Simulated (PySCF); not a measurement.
Sn(H)(F)(NH2)2 (FH₅N₂Sn), SMILES [NH2][SnH]([NH2])[F].

Coordinates come from a B3LYP-D3(BJ)/def2-SVP optimisation. The def2 effective core potentials stand for the cores of Sn; spin–orbit coupling is left out. Other conformers were not sampled.

Calculation: IEF-PCM-M06-2X/def2-SVP (PySCF).

The values are the electrostatic part of the solvation free energy, E(continuum) − E(gas) at the gas-phase geometry, in a cavity of scaled van der Waals radii (PySCF's table); cavitation and dispersion terms are not included. A continuum can't describe solvent molecules that bind to the metal. In vacuum the orbital gap is 9.63 eV. The dipole moment in vacuum is 1.22 D.

```json
[
 {"solvent": "water", "ε": "78.36", "ΔG(elec) (kcal/mol)": "-10.2", "dipole (D)": "1.41", "gap (eV)": "9.72"},
 {"solvent": "chloroform", "ε": "4.71", "ΔG(elec) (kcal/mol)": "-7.3", "dipole (D)": "1.37", "gap (eV)": "9.69"},
 {"solvent": "chlorobenzene", "ε": "5.70", "ΔG(elec) (kcal/mol)": "(withheld)", "dipole (D)": "(withheld)", "gap (eV)": "(withheld)"}
]
```

Question: Some entries are withheld; supply them. (An estimate is asked for; the answer gives what the named calculation found.)

Answer: 
- chlorobenzene, ΔG(elec) (kcal/mol): -7.8
- chlorobenzene, dipole (D): 1.37
- chlorobenzene, gap (eV): 9.69
